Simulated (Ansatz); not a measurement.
Consider the redistribution: `CO[Si](C)(N)Cl` + `C1O[SiH2]O1` → `CO[SiH](C)Cl` + `N[SiH]1OCO1`.

Isolated molecules relaxed with PBE0-D4/def2-TZVP in Ansatz; ΔE leaves out vibrations. CCSD(T)/CBS adds triple-zeta CCSD(T) − MP2 to the extrapolated MP2 energy (def2 sets, frozen cores). DFT in def2-TZVPP. B3LYP here is the variant with VWN-RPA as its local correlation; programs differ in this. One conformer a species, not always the lowest.

```json
{"level": "PBE-D4", "ΔE (kcal/mol)": "-6.2", "difference from CCSD(T)/CBS": "-0.6"}
{"level": "r2SCAN-D4", "ΔE (kcal/mol)": "-6.0", "difference from CCSD(T)/CBS": "-0.4"}
{"level": "PBE0-D4", "ΔE (kcal/mol)": "-5.8", "difference from CCSD(T)/CBS": "-0.2"}
{"level": "B3LYP-D4", "ΔE (kcal/mol)": "-5.6", "difference from CCSD(T)/CBS": "0.0"}
{"level": "ωB97X-V", "ΔE (kcal/mol)": "-5.4", "difference from CCSD(T)/CBS": "0.2"}
{"level": "ωB97M-V", "ΔE (kcal/mol)": "-5.4", "difference from CCSD(T)/CBS": "0.2"}
{"level": "B2PLYP", "ΔE (kcal/mol)": "-6.0", "difference from CCSD(T)/CBS": "-0.4"}
{"level": "PBE", "ΔE (kcal/mol)": "-6.7", "difference from CCSD(T)/CBS": "-1.1"}
{"level": "r2SCAN", "ΔE (kcal/mol)": "-6.1", "difference from CCSD(T)/CBS": "-0.5"}
{"level": "PBE0", "ΔE (kcal/mol)": "-6.2", "difference from CCSD(T)/CBS": "-0.6"}
{"level": "B3LYP", "ΔE (kcal/mol)": "-6.4", "difference from CCSD(T)/CBS": "-0.8"}
{"level": "HF/def2-TZVPP", "ΔE (kcal/mol)": "-5.5", "difference from CCSD(T)/CBS": "0.1"}
{"level": "MP2/def2-TZVPP", "ΔE (kcal/mol)": "-5.4", "difference from CCSD(T)/CBS": "0.2"}
{"level": "SCS-MP2/def2-TZVPP", "ΔE (kcal/mol)": "-5.3", "difference from CCSD(T)/CBS": "0.3"}
{"level": "CCSD/def2-TZVPP", "ΔE (kcal/mol)": "-5.5", "difference from CCSD(T)/CBS": "0.1"}
{"level": "CCSD(T)/def2-TZVPP", "ΔE (kcal/mol)": "-5.5", "difference from CCSD(T)/CBS": "0.1"}
{"level": "HF/def2-QZVPP", "ΔE (kcal/mol)": "-5.5", "difference from CCSD(T)/CBS": "0.1"}
{"level": "MP2/def2-QZVPP", "ΔE (kcal/mol)": "-5.4", "difference from CCSD(T)/CBS": "0.2"}
{"level": "SCS-MP2/def2-QZVPP", "ΔE (kcal/mol)": "-5.4", "difference from CCSD(T)/CBS": "0.2"}
{"level": "HF/CBS(def2)", "ΔE (kcal/mol)": "-5.5", "difference from CCSD(T)/CBS": "0.1"}
{"level": "MP2/CBS(def2)", "ΔE (kcal/mol)": "-5.4", "difference from CCSD(T)/CBS": "0.2"}
{"level": "CCSD/CBS(def2)", "ΔE (kcal/mol)": "-5.6", "difference from CCSD(T)/CBS": "0.0"}
{"level": "CCSD(T)/CBS", "ΔE (kcal/mol)": "-5.6", "difference from CCSD(T)/CBS": "0"}
```

Largest T1 diagnostic among the species: 0.012.

The D4 term adds +0.8 kcal/mol with B3LYP and +0.4 kcal/mol with PBE0; it sums over pairs of atoms, weighted by their polarisabilities, and B3LYP, whose exchange is more repulsive, gets the larger term.
